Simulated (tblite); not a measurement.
Record of a relaxation.

Compound: C5H14AlPS.
SMILES with atom numbers: `[CH3:1][P+:2]1([AlH3-:3])[CH2:4][CH2:5][S:6][CH2:7][CH2:8]1` (hydrogens: H9, H10, H11 on C1; H12, H13, H14 on Al3; H15, H16 on C4; H17, H18 on C5; H19, H20 on C7; H21, H22 on C8)

Computed with GFN2-xTB (tblite), gas phase: L-BFGS steps from a force-field or distance-geometry start until the largest atomic force falls under 0.01 eV/Å. 4 of its 136 geometries are shown.

Step 0: E = -670.5948 eV, largest atomic force 3.254 eV/Å
```
atom  x, y, z in Å  |  force x, y, z in eV/Å
C1      1.079    2.068    0.276   -0.689   0.661   0.499
P2      0.393    0.391    0.061    3.166  -0.037   0.751
Al3     2.229   -0.948   -0.389    2.047  -1.557  -0.132
C4     -0.283   -0.231    1.594   -0.639  -0.438   2.144
C5     -1.230   -1.379    1.245    0.307   0.952  -1.066
S6     -2.622   -0.502    0.438   -1.387  -0.095   0.879
C7     -2.054   -0.073   -1.203   -1.458  -0.988  -1.394
C8     -0.656    0.390   -1.338   -0.447   1.332  -2.305
H9      0.600    2.583    1.139    0.386  -0.222  -0.381
H10     0.877    2.672   -0.624    0.257  -0.252   0.273
H11     2.165    1.968    0.445   -0.447   0.043  -0.068
H12     1.708   -2.369   -0.860   -0.492   0.238  -0.111
H13     2.979   -1.154    1.008   -0.387   0.392   0.092
H14     3.179   -0.228   -1.438   -0.483   0.318   0.000
H15    -0.786    0.545    2.206   -0.021  -0.257  -0.233
H16     0.486   -0.695    2.265    0.200   0.637  -0.742
H17    -0.743   -1.951    0.444   -0.142  -0.464   0.381
H18    -1.547   -1.968    2.110   -0.127   0.185  -0.472
H19    -2.746    0.688   -1.635    0.117  -0.572   0.696
H20    -2.182   -0.982   -1.835   -0.162   0.324   0.364
H21    -0.181   -0.227   -2.137    0.223   0.177   0.509
H22    -0.676    1.420   -1.775    0.178  -0.377   0.316
```

Step 45: E = -672.0815 eV, largest atomic force 0.185 eV/Å
```
atom  x, y, z in Å  |  force x, y, z in eV/Å
C1      1.123    2.008    0.302    0.025  -0.030  -0.036
P2      0.573    0.314   -0.125   -0.128   0.070  -0.114
Al3     2.490   -1.230   -0.509    0.033   0.000  -0.007
C4     -0.215   -0.219    1.462    0.033   0.075  -0.017
C5     -1.378   -1.169    1.253    0.005  -0.056   0.011
S6     -2.773   -0.461    0.336   -0.053   0.116   0.065
C7     -1.944   -0.347   -1.273    0.126   0.091  -0.024
C8     -0.857    0.716   -1.255    0.083   0.057   0.081
H9      0.317    2.580    0.764    0.022  -0.049   0.034
H10     1.445    2.519   -0.604    0.045  -0.052  -0.006
H11     1.970    1.932    0.982   -0.009   0.013   0.003
H12     1.720   -2.527   -0.932   -0.064  -0.032   0.056
H13     3.006   -1.093    0.979   -0.052   0.003   0.000
H14     3.268   -0.446   -1.615   -0.010   0.068  -0.022
H15    -0.499    0.646    2.067   -0.127   0.036  -0.067
H16     0.561   -0.769    2.007    0.092   0.052  -0.012
H17    -1.054   -2.039    0.683    0.054  -0.163   0.037
H18    -1.783   -1.484    2.212   -0.041  -0.077   0.032
H19    -2.719   -0.083   -1.989   -0.061  -0.006  -0.072
H20    -1.550   -1.335   -1.514    0.060  -0.031  -0.037
H21    -0.418    0.826   -2.254   -0.041  -0.058   0.014
H22    -1.294    1.679   -0.978    0.009  -0.027   0.082
```

Step 90: E = -672.1814 eV, largest atomic force 0.032 eV/Å
```
atom  x, y, z in Å  |  force x, y, z in eV/Å
C1      1.285    1.934    0.258    0.004  -0.006   0.011
P2      0.505    0.335   -0.143    0.007  -0.002   0.022
Al3     2.361   -1.258   -0.486    0.010   0.011  -0.014
C4     -0.323   -0.096    1.443   -0.018  -0.003   0.006
C5     -1.275   -1.262    1.225    0.015  -0.011  -0.005
S6     -2.730   -0.775    0.246    0.015   0.000  -0.018
C7     -1.888   -0.368   -1.315   -0.013  -0.015   0.002
C8     -0.961    0.826   -1.156    0.013  -0.001   0.001
H9      0.583    2.629    0.716   -0.013  -0.002  -0.002
H10     1.695    2.365   -0.654   -0.004   0.011  -0.013
H11     2.107    1.730    0.943    0.015   0.012   0.001
H12     1.604   -2.595   -0.793   -0.016  -0.009   0.013
H13     2.887   -1.016    0.985   -0.007  -0.017   0.005
H14     3.084   -0.487   -1.646   -0.003  -0.005   0.004
H15    -0.860    0.767    1.849    0.022   0.002   0.013
H16     0.465   -0.394    2.145   -0.019   0.019  -0.017
H17    -0.770   -2.077    0.701    0.001  -0.021  -0.004
H18    -1.677   -1.633    2.168    0.009   0.007  -0.002
H19    -2.685   -0.166   -2.030   -0.015   0.026   0.005
H20    -1.336   -1.253   -1.640    0.020  -0.011   0.006
H21    -0.599    1.151   -2.137    0.002   0.001  -0.013
H22    -1.484    1.660   -0.681   -0.025   0.015  -0.002
```

Step 135: E = -672.1892 eV, largest atomic force 0.009 eV/Å
```
atom  x, y, z in Å  |  force x, y, z in eV/Å
C1      1.252    2.024    0.270    0.004   0.006  -0.002
P2      0.527    0.399   -0.146    0.008  -0.003   0.003
Al3     2.255   -1.351   -0.460    0.001   0.001  -0.004
C4     -0.288   -0.076    1.433   -0.001   0.002   0.004
C5     -1.189   -1.278    1.200    0.000   0.000   0.002
S6     -2.658   -0.843    0.220   -0.008  -0.001   0.001
C7     -1.832   -0.377   -1.332   -0.001   0.001  -0.007
C8     -0.955    0.852   -1.153    0.001  -0.001  -0.004
H9      0.542    2.659    0.800   -0.004  -0.007  -0.003
H10     1.572    2.514   -0.648    0.003  -0.001   0.003
H11     2.129    1.849    0.893   -0.007   0.002   0.002
H12     1.372   -2.619   -0.749   -0.001   0.001  -0.003
H13     2.782   -1.152    1.017   -0.003  -0.003  -0.004
H14     3.061   -0.692   -1.630   -0.006   0.000   0.002
H15    -0.858    0.762    1.847   -0.003   0.000   0.003
H16     0.508   -0.348    2.134    0.000   0.003   0.000
H17    -0.649   -2.069    0.672    0.006   0.001   0.000
H18    -1.579   -1.672    2.139    0.001   0.001   0.003
H19    -2.638   -0.192   -2.043    0.000  -0.003   0.001
H20    -1.242   -1.234   -1.669   -0.001   0.002   0.002
H21    -0.607    1.205   -2.129    0.006  -0.001  -0.002
H22    -1.516    1.656   -0.668    0.001   0.001   0.004
```

Q: Summarise the path.

A: The energy falls by 1.5943 eV from step 0 to step 135; nine tenths of that is first reached at step 40. It falls at every step. The largest force goes from 3.254 to 0.009 eV/Å. Among the bonds P2–Al3 changes most, from 2.317 to 2.479 Å; the atoms move by 0.637 Å rms after alignment.

Q: Follow the three bonds and two angles with the largest change from start to end.

A: 
| step | E above end (eV) | largest force (eV/Å) | P2–Al3 (Å) | P2–C8 (Å) | P2–C4 (Å) | Al3–P2–C8 (°) | C4–P2–C8 (°) |
| --- | --- | --- | --- | --- | --- | --- | --- |
| 0 | 1.5943 | 3.254 | 2.317 | 1.749 | 1.786 | 108.6 | 117.4 |
| 6 | 0.5848 | 0.346 | 2.448 | 1.866 | 1.851 | 112.5 | 111.1 |
| 12 | 0.5186 | 0.231 | 2.409 | 1.870 | 1.842 | 113.7 | 108.1 |
| 18 | 0.4778 | 0.207 | 2.426 | 1.862 | 1.836 | 116.5 | 106.2 |
| 23 | 0.4255 | 0.215 | 2.465 | 1.863 | 1.838 | 119.1 | 105.4 |
| 29 | 0.3543 | 0.197 | 2.517 | 1.880 | 1.847 | 122.8 | 105.6 |
| 35 | 0.2501 | 0.387 | 2.551 | 1.867 | 1.854 | 125.8 | 106.4 |
| 41 | 0.1388 | 0.268 | 2.532 | 1.859 | 1.853 | 128.6 | 105.8 |
| 47 | 0.0961 | 0.208 | 2.488 | 1.857 | 1.848 | 129.6 | 104.5 |
| 53 | 0.0778 | 0.116 | 2.464 | 1.854 | 1.848 | 130.7 | 104.2 |
| 59 | 0.0620 | 0.112 | 2.464 | 1.847 | 1.848 | 132.5 | 103.8 |
| 65 | 0.0402 | 0.169 | 2.459 | 1.846 | 1.837 | 133.2 | 103.7 |
| 70 | 0.0226 | 0.181 | 2.457 | 1.855 | 1.843 | 134.0 | 101.7 |
| 76 | 0.0129 | 0.054 | 2.467 | 1.851 | 1.839 | 133.6 | 101.1 |
| 82 | 0.0103 | 0.035 | 2.467 | 1.849 | 1.839 | 133.8 | 100.5 |
| 88 | 0.0084 | 0.053 | 2.468 | 1.849 | 1.840 | 134.0 | 100.3 |
| 94 | 0.0070 | 0.023 | 2.471 | 1.849 | 1.840 | 133.4 | 100.2 |
| 100 | 0.0064 | 0.022 | 2.472 | 1.848 | 1.841 | 133.2 | 100.3 |
| 106 | 0.0055 | 0.031 | 2.471 | 1.849 | 1.840 | 133.0 | 100.3 |
| 112 | 0.0039 | 0.040 | 2.472 | 1.849 | 1.840 | 132.7 | 100.3 |
| 117 | 0.0027 | 0.042 | 2.476 | 1.847 | 1.840 | 132.6 | 100.1 |
| 123 | 0.0016 | 0.041 | 2.479 | 1.848 | 1.839 | 132.5 | 100.0 |
| 129 | 0.0004 | 0.037 | 2.481 | 1.850 | 1.840 | 131.6 | 100.2 |
| 135 | 0.0000 | 0.009 | 2.479 | 1.848 | 1.839 | 131.5 | 100.1 |

The cost below is that of the whole relaxation. On one thread, Arm Neoverse V1 (aarch64), shared host, this took 1.5 s wall.
